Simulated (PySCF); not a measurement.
Molfile (atoms numbered from 1):
```
C3H12Si4
     RDKit          3D

 19 18  0  0  0  0  0  0  0  0999 V2000
    1.1417    2.7815    1.1763 C   0  0  0  0  0  0  0  0  0  0  0  0
    1.2502    1.8078    0.4790 C   0  0  0  0  0  0  0  0  0  0  0  0
    1.3679    0.2750   -0.5596 Si  0  0  1  0  0  4  0  0  0  0  0  0
    2.6305   -0.8596    0.3046 C   0  0  0  0  0  0  0  0  0  0  0  0
   -0.7626   -0.6981   -0.6518 Si  0  0  0  0  0  4  0  0  0  0  0  0
   -1.4989   -1.3571    1.4558 Si  0  0  0  0  0  4  0  0  0  0  0  0
   -2.2834    0.6173   -1.8143 Si  0  0  0  0  0  4  0  0  0  0  0  0
    1.0579    3.6381    1.7826 H   0  0  0  0  0  0  0  0  0  0  0  0
    1.9572    0.7167   -1.8384 H   0  0  0  0  0  0  0  0  0  0  0  0
    2.7873   -1.7720   -0.2637 H   0  0  0  0  0  0  0  0  0  0  0  0
    3.5955   -0.3755    0.4245 H   0  0  0  0  0  0  0  0  0  0  0  0
    2.2812   -1.1436    1.2935 H   0  0  0  0  0  0  0  0  0  0  0  0
   -0.5923   -1.9438   -1.4442 H   0  0  0  0  0  0  0  0  0  0  0  0
   -0.5498   -2.2360    2.1459 H   0  0  0  0  0  0  0  0  0  0  0  0
   -2.7738   -2.0799    1.4365 H   0  0  0  0  0  0  0  0  0  0  0  0
   -1.6872   -0.1898    2.3205 H   0  0  0  0  0  0  0  0  0  0  0  0
   -3.5939   -0.0166   -1.9826 H   0  0  0  0  0  0  0  0  0  0  0  0
   -2.5143    1.8805   -1.1111 H   0  0  0  0  0  0  0  0  0  0  0  0
   -1.8231    0.9644   -3.1609 H   0  0  0  0  0  0  0  0  0  0  0  0
  1  2  3  0
  2  3  1  0
  3  4  1  0
  3  5  1  0
  5  6  1  0
  5  7  1  0
  1  8  1  0
  3  9  1  6
  4 10  1  0
  4 11  1  0
  4 12  1  0
  5 13  1  0
  6 14  1  0
  6 15  1  0
  6 16  1  0
  7 17  1  0
  7 18  1  0
  7 19  1  0
M  END
```

Relativity neglected, one averaged value for each set of equivalent atoms, single conformer, gas phase. Shieldings: GIAO PBE0/pcSseg-1; geometry from GFN2-xTB; PySCF 2.14.

δ = σ(ref) − σ, references computed at the same level: 13C (σ = 186.93 ppm), 1H (σ = 31.72 ppm), 29Si (σ = 349.16 ppm) against TMS.

| atoms | nucleus | count | δ (ppm) |
| --- | --- | --- | --- |
| H13 | 1H | 1 | 3.17 |
| H8 | 1H | 1 | ? |
| C1 | 13C | 1 | 106.1 |
| H10/H11/H12 | 1H | 3 | 0.44 |
| Si7 | 29Si | 1 | -113.5 |
| Si3 | 29Si | 1 | -61.2 |
| C2 | 13C | 1 | ? |
| Si5 | 29Si | 1 | ? |
| H9 | 1H | 1 | 4.81 |
| H17/H18/H19 | 1H | 3 | ? |
| H14/H15/H16 | 1H | 3 | 3.63 |
| C4 | 13C | 1 | -1.3 |
| Si6 | 29Si | 1 | -114.7 |

Q: Fill in the missing shifts.

A: 
- C2: 89.1 ppm, alkyne carbon; the triple bond shields along its axis, which puts it between sp3 and sp2 carbons
- H17/H18/H19: 3.60 ppm, hydrogen on a silicon bonded to Si
- H8: 2.02 ppm, hydrogen on a terminal alkyne carbon; it lies on the axis of the triple bond, in its shielding cone
- Si5: -140.9 ppm, silicon bonded to 3 Si, H

Shifts are as computed. Against solution values, carbons near 30 ppm lie about +3 ppm off and those near 130 ppm about +5 ppm. Of 1211 compounds with measured shifts, 218 miss one by over three times the rms of a fit or turn the order of signals round; such compounds aren't used in these exercises.
